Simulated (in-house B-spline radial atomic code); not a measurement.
RPA and G0W0 for the rubidium ion Rb⁴⁺, [Ar] 3d10 4s2 4p3, highest spin, as one setting changes: the share of exact exchange in the PBE hybrid start. A dash marks a level of low quasi-particle weight. Computed with an all-electron radial atomic-structure program (B-spline basis): all electrons, scalar-relativistic (spin-free one-electron X2C), finite nucleus, each spin shell either full or empty, empty states to l = 9 with an (l + 1/2)⁻⁴ tail; G0W0 by contour deformation at full frequency.

```
share of exact exchange in the PBE hybrid start  mean-field level (eV)  G0W0 level (eV)  RPA correlation (Eh)
                                              0                 -62.08     4p up -69.49               -2.4808
                                            0.1                 -62.89     4p up -69.53               -2.4578
                                            0.2                      ?                ?                     ?
                                            0.3                 -64.51     4p up -69.60               -2.4142
                                            0.4                 -65.32     4p up -69.63               -2.3933
                                            0.5                 -66.13     4p up -69.65               -2.3731
                                            0.6                 -66.94     4p up -69.68               -2.3535
                                            0.7                 -67.75     4p up -69.69               -2.3344
                                            0.8                      ?                ?                     ?
                                            0.9                 -69.37     4p up -69.72               -2.2976
                                              1                 -70.18     4p up -69.74               -2.2799
```

(1) What belongs in the row for 0.8?

(2) What belongs in the row for 0.2?

(3) At what share of exact exchange does G0W0 leave the highest level unchanged?

Results:

(1) mean-field level (eV): -68.56; G0W0 level (eV): 4p up -69.71; RPA correlation (Eh): -2.3158.

(2) mean-field level (eV): -63.70; G0W0 level (eV): 4p up -69.57; RPA correlation (Eh): -2.4356.

(3) Near 0.94, where the shift changes sign (-0.354 eV at 0.9, +0.443 eV at 1).
